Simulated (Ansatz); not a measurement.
`N[SiH2]N[SiH](N)Cl` + `N[SiH2]S` → `N[SiH2]S[SiH](N)Cl` + `N[SiH2]N`  (ligand exchange at the Si–N bond)

Isolated molecules relaxed with PBE0-D4/def2-TZVP in Ansatz; ΔE leaves out vibrations. CCSD(T)/CBS adds triple-zeta CCSD(T) − MP2 to the extrapolated MP2 energy (def2 sets, frozen cores). This one scheme is used for every species. Functionals use def2-TZVPP. B3LYP here is the variant with VWN-RPA as its local correlation; programs differ in this. One conformer a species, not always the lowest.

**Question.** Is it downhill or uphill in electronic energy at CCSD(T)/CBS, and by how much? (Estimate.)

**Answer.** Computed: Uphill: ΔE = +0.05 eV.

**Question.** What do these levels give: PBE-D4, ωB97X-V, B2PLYP, B3LYP, CCSD/def2-TZVPP, HF/def2-QZVPP? (Best estimate.)

**Answer.** Ansatz gave: PBE-D4 -0.05, ωB97X-V 0.05, B2PLYP 0.09, B3LYP 0.12, CCSD/def2-TZVPP 0.12, HF/def2-QZVPP 0.21 eV.

Largest T1 diagnostic among the species: 0.011.

The D4 term adds −0.06 eV with B3LYP and −0.03 eV with PBE0; it sums over pairs of atoms, weighted by their polarisabilities, and B3LYP, whose exchange is more repulsive, gets the larger term. In def2-TZVPP, CCSD(T) changes the Hartree–Fock value by −0.12 eV (the triples alone add −0.03 eV) and MP2 by −0.18 eV.
